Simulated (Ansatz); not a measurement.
Harmonic frequencies (cm⁻¹) at PBE0-D4/def2-TZVP from Ansatz: 135, 201, 242, 260, 281, 379, 497, 526, 754, 837, 862, 949, 1021, 1085, 1107, 1139, 1194, 1243, 1258, 1359, 1395, 1412, 1443, 1467, 1481, 1489, 1498, 1521, 1635, 2916, 2963, 3038, 3095, 3111, 3131, 3146, 3513, 3570, 3610.

Each molecule was computed in one conformer, which needn't be the lowest.

**Question.** Which molecule is it?
A. `CNC(C)N`
B. `C=CC(=C)[SiH3]`
C. `CC(N)CN`
D. `CNCCN`

**Answer.** A.
